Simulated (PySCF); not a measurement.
Predicted microwave data (PySCF, PBE0-D3(BJ)/def2-SVP geometry optimisation, gas phase) for one isomer of C6H13BO2:

* Rotational constants: A = 2162, B = 1026, C = 709.7 MHz
* Dipole components: |μa| = 0.10 D, |μb| = 0.89 D, |μc| = 0.14 D
* Inertial defect: -14.18 u·Å²
* κ: -0.56

Task: Which structure is it? (One computed conformer of each.)
A. `CC(C)(C)B1OCCO1`
B. `[CH2:1]=[CH:2][C:3]([CH3:4])([CH3:5])[O:6][BH:7][O:8][CH3:9]` with C1–C2–C3–C4 -133°, C2–C3–O6–B7 -70°, C3–O6–B7–O8 176°, O6–B7–O8–C9 178°
C. `[CH3:1][O:2][B:3]([CH:4]=[C:5]([CH3:6])[CH3:7])[O:8][CH3:9]` with C1–O2–B3–C4 180°, O2–B3–C4–C5 -8°, O2–B3–O8–C9 178°
D. `[CH3:1][C:2]([CH3:3])=[C:4]([CH3:5])[CH2:6][B:7]([OH:8])[OH:9]` with C2–C4–C6–B7 87°, C4–C6–B7–O8 66°, C6–B7–O8–H -177°, C6–B7–O9–H -3°

Result: C. It is COB(C=C(C)C)OC, an asymmetric top, point group C1. The candidates at the same level (rigid rotor, commonest isotopes):

| SMILES | A (MHz) | B (MHz) | C (MHz) | μa (D) | μb (D) | μc (D) | Δ (u·Å²) | point group | rotor |
| --- | --- | --- | --- | --- | --- | --- | --- | --- | --- |
| CC(C)=C(C)CB(O)O | 2212 | 1103 | 856.4 | 0.18 | 1.23 | 0.29 | -96.50 | C1 | asymmetric top |
| C=CC(C)(C)OBOC | 2597 | 924.4 | 820.2 | 0.22 | 0.13 | 1.50 | -125.16 | C1 | asymmetric top |
| COB(C=C(C)C)OC | 2162 | 1026 | 709.7 | 0.10 | 0.89 | 0.14 | -14.18 | C1 | asymmetric top |
| CC(C)(C)B1OCCO1 | 2878 | 1147 | 1012 | 2.09 | 0.01 | 0.11 | -116.94 | near Cs | asymmetric top |

`C=CC(C)(C)OBOC` has A 20 % too high; `CC(C)(C)B1OCCO1` has C 43 % too high; `CC(C)=C(C)CB(O)O` has C 21 % too high. No structure here is proved a minimum.
